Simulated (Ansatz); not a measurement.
A run on C3H4AlF, SMILES `FC[C]1=[CH][AlH]1` with other settings.

```yaml
crystal:
  periodic: [false, false, false]
  atoms:
    - {symbol: F, position_ang: [0.821260, 1.103665, -1.886719]}
    - {symbol: C, position_ang: [0.933234, 0.031945, -1.017958]}
    - {symbol: C, position_ang: [-0.092256, 0.067732, 0.040244]}
    - {symbol: C, position_ang: [-0.321398, -0.800087, 1.074570]}
    - {symbol: Al, position_ang: [-1.530776, 0.596766, 1.089405]}
    - {symbol: H, position_ang: [1.938599, 0.064825, -0.582109]}
    - {symbol: H, position_ang: [0.843222, -0.884756, -1.612370]}
    - {symbol: H, position_ang: [0.230895, -1.708446, 1.314065]}
    - {symbol: H, position_ang: [-2.734379, 1.481955, 1.563671]}
basis:
  gaussian: {orbitals: "6-31++G**"}
hamiltonian: {xc: {name: SVWN5}}
```

```sh
$ ansatz run in.yaml --threads 2 --pin off --events-out ev --progress --plain --max-ram 4352MiB
```

It prints (some lines left out):

```
Functional definition: SVWN5
1197 factors; their error is unknown
mean field evaluation 1: about -12395.5571 eV, gradient 7.7e1 eV
mean field evaluation 2: about -12286.4972 eV, gradient 1.7e2 eV
mean field evaluation 4: about -12411.3158 eV, gradient 1.9e1 eV
mean field evaluation 8: about -12412.2627 eV, gradient 4.7e-1 eV
mean field evaluation 16: about -12412.1792 eV, gradient 1.4e-4 eV
mean field -12412.17921310 eV, -456.1391728043 hartree, gradient 2.3e-5 eV, S^2 0.000000; 0 other end points of the search recorded, 0 dependent functions left out
reference -12412.17928827 eV, -456.1391755667 hartree; 22, 22 occupied and 101, 101 virtual orbitals, 1197 factors
Total energy: -12412.17928827 eV, -456.1391755667 hartree
```

Run time 2.2 s (2 threads of an Intel Xeon on a shared host); peak host memory 0.4 GiB.
